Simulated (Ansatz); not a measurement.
Mulliken charges of CH5AlClFSi, SMILES `FC[SiH2][AlH][Cl]` from ωB97M-V/def2-TZVPP in Ansatz (PBE0-D4/def2-TZVP geometry).

```
atom   x (Å)   y (Å)   z (Å)  charge (e)
  F1  -0.783   0.588   1.052      -0.160
  C2  -1.105   0.488  -0.395      -0.133
 Si3   0.338  -0.601  -1.064      -0.031
 Al4   1.013  -0.318   1.268       0.429
 Cl5   2.317   1.310   1.621      -0.263
  H6  -2.106   0.060  -0.406       0.150
  H7  -1.130   1.524  -0.728       0.155
  H8  -0.245  -1.865  -1.591      -0.013
  H9   0.993   0.122  -2.186      -0.008
 H10   0.791  -1.360   2.431      -0.125
```

Question: By hand: the dipole of these point charges (1 e Å = 4.8032 D).

Answer: Σ q r = (-0.508, -0.183, -0.405) e Å, of length 0.675 e Å = 3.24 D.

Question: How does the dipole of the full density compare? (Best estimate.)

Answer: The calculation gave: (-0.552, -0.095, -0.448) e Å, 3.45 D; the point charges give 0.94 times that, at 8° from its direction.

Point charges leave out the atoms' own dipoles, such as those of lone pairs, and Mulliken's split depends on the basis, so the close match here is no proof of good charges.
